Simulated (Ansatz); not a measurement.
Harmonic frequencies (cm⁻¹) at PBE0-D4/def2-TZVP from Ansatz: 35, 73, 88, 127, 178, 237, 275, 301, 368, 467, 542, 614, 725, 779, 816, 850, 884, 939, 1020, 1166, 1245, 1372, 1929, 2214, 2553, 2634, 3586.

Each molecule was computed in one conformer, which needn't be the lowest.

(1) Which molecule is it?
A. `C=N/C(O)=N\C`
B. `B[NH][AlH][SiH](F)Cl`
C. `[NH2][GeH2][B](O)O`
D. `[SiH3]CS[SiH3]`

Answers

(1) B.
